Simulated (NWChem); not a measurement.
System meant: diarsenic (As2); SMILES [As]#[As]

NWChem input:

```
start job
memory heap 200 mb stack 700 mb global 900 mb
geometry units angstroms noautoz
  As     0.000000     0.000000     1.059269
  As     0.000000     0.000000    -1.059269
end
basis spherical
  As library def2-svp
end
dft
  xc xpbe96 cpbe96
  iterations 4
  mulliken
end
task dft energy
```

End of the output:

```
    Atom       Charge   Shell Charges
 -----------   ------   -------------------------------------------------------
    1 As  33    33.00   2.00  2.00  1.97  1.12  0.67  5.99  5.80  1.57  1.79  7.80  2.04  0.26
    2 As  33    33.00   2.00  2.00  1.97  1.12  0.67  5.99  5.80  1.57  1.79  7.80  2.04  0.26

 center of mass
 --------------
 x =   0.00000000 y =   0.00000000 z =   0.00000000

 moments of inertia (a.u.)
 ------------------
         600.409058528793           0.000000000000           0.000000000000
           0.000000000000         600.409058528793           0.000000000000
           0.000000000000           0.000000000000           0.000000000000

     Multipole analysis of the density
     ---------------------------------

     L   x y z        total         alpha         beta         nuclear
     -   - - -        -----         -----         ----         -------
     0   0 0 0     -0.000000    -33.000000    -33.000000     66.000000

     1   1 0 0      0.000000      0.000000      0.000000      0.000000
     1   0 1 0     -0.000000     -0.000000     -0.000000      0.000000
     1   0 0 1      0.000000      0.000000      0.000000      0.000000

     2   2 0 0    -26.117336    -13.058668    -13.058668      0.000000
     2   1 1 0     -0.000000     -0.000000     -0.000000      0.000000
     2   1 0 1      0.000000      0.000000      0.000000      0.000000
     2   0 2 0    -26.117336    -13.058668    -13.058668      0.000000
     2   0 1 1      0.000000      0.000000      0.000000      0.000000
     2   0 0 2    -25.465177   -144.960804   -144.960804    264.456431

 ------------------------------------------------------------------------
 dft energy failed                                                                                  0
 ------------------------------------------------------------------------
 ------------------------------------------------------------------------
  current input line :
    15: task dft energy
 ------------------------------------------------------------------------
 ------------------------------------------------------------------------
 This type of error is most commonly associated with calculations not reaching convergence criteria
 ------------------------------------------------------------------------
 For more information see the NWChem manual at https://nwchemgit.github.io

0:dft energy failed:Received an Error in Communication
```

Question: Find the fault in this run and fix the input.

Answer: Convergence was not reached. Cause: the SCF was allowed too few iterations. This input runs:
```
start job
memory heap 200 mb stack 700 mb global 900 mb
geometry units angstroms noautoz
  As     0.000000     0.000000     1.059269
  As     0.000000     0.000000    -1.059269
end
basis spherical
  * library def2-svp
end
dft
  xc xpbe96 cpbe96
  iterations 150
  mulliken
end
task dft energy
```
It converges to -4470.54605 Ha (PBE/def2-SVP).
